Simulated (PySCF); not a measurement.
## Electric field gradients and quadrupole coupling constants

Species: C3H11N3Si2.
Z-matrix (Å and degrees, GFN2-xTB geometry), rows numbered from 1:
```
C 
C   1  1.3219
Si  2  1.8756  1  124.18
N   3  1.7425  2  114.49  1   135.69
Si  4  1.7418  3   95.90  2   108.43
N   5  1.7075  4  122.78  3   116.97
C   6  1.4385  5  123.17  4    89.81
N   3  1.7361  2  115.61  1  -129.58
H   1  1.0782  2  121.31  3    -0.25
H   1  1.0802  2  122.98  3   179.79
H   2  1.0839  1  118.51  3  -179.74
H   3  1.4623  2  113.54  1     3.62
H   4  1.0027  3  130.71  2   -59.53
H   5  1.4596  4  113.51  3  -110.50
H   6  1.0085  5  117.20  4   -57.87
H   7  1.0921  6  110.35  5   153.66
H   7  1.0961  6  112.73  5   -85.03
H   7  1.0874  6  108.57  5    34.68
H   8  1.0017  3  130.81  2    52.27
```

Field gradients from the PBE0/pcSseg-1 density (PySCF, non-relativistic), principal values in atomic units, ordered |Vxx| ≤ |Vyy| ≤ |Vzz|:

| atom | Vxx | Vyy | Vzz |
| --- | --- | --- | --- |
| N4 | 0.2246 | 0.5098 | -0.7344 |
| N6 | 0.2725 | 0.6940 | -0.9666 |
| N8 | 0.2099 | 0.5009 | -0.7108 |

Question: Find the asymmetry η = (Vxx − Vyy)/Vzz and the couplings χ = eQV/h (234.96 MHz × Q in barn × V in au), with Q(14N) = 0.02044 b.

Answer: 
```
atom                      environment  nucleus     η  χzz (MHz)  χxx (MHz)  χyy (MHz)
  N4  nitrogen bridging silicon atoms      14N  0.39     -3.527      1.079      2.448
  N6           silicon-bound nitrogen      14N  0.44     -4.642      1.309      3.333
  N8  nitrogen bridging silicon atoms      14N  0.41     -3.414      1.008      2.406
```

Question: What is Vzz at N8 in SI units (1 au = 9.71736 × 10²¹ V/m²)?

Answer: -0.7108 au = -6.907 × 10²¹ V/m².

Question: What couplings would deuterons (Q(2H) = 0.00286 b) have in place of the hydrogens, at this geometry?

Answer: 
```csv
atom,bonded to,bond length (Å),Vzz (au),η,χzz (kHz)
H9,C1,1.078,0.3323,0.04,223
H10,C1,1.080,0.3301,0.03,222
H11,C2,1.084,0.3261,0.03,219
H12,Si3,1.462,0.1618,0.00,109
H13,N4,1.003,0.4518,0.11,304
H14,Si5,1.460,0.1632,0.04,110
H15,N6,1.009,0.4202,0.17,282
H16,C7,1.092,0.3028,0.05,203
H17,C7,1.096,0.2946,0.04,198
H18,C7,1.087,0.3093,0.07,208
H19,N8,1.002,0.4541,0.11,305
```

The structure is a single GFN2-xTB conformer in the gas phase; no vibrational or solvent corrections. GFN2-xTB bond lengths can be off by several hundredths of an ångström, more for odd bonds, and the gradients follow them. With so small a basis the couplings can be 20 % off.

These values come from a run that also computed NMR shieldings. On an x86-64 server with one thread, no GPU, on a shared host, this took 81 s.
